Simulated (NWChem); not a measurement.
System: In, doublet

Program: NWChem. Spin-unrestricted. The open p shell is one determinant without spherical averaging. No stability test was run on the SCF state. def2 effective core potentials on In; no spin-orbit coupling.

Task: What does the run give for UHF/def2-TZVP? Quantities: highest occupied level (eV); lowest empty minus highest occupied level, either spin (eV).

Result: 
```yaml
highest occupied level (eV): -5.47
lowest empty minus highest occupied level, either spin (eV): 5.81
```
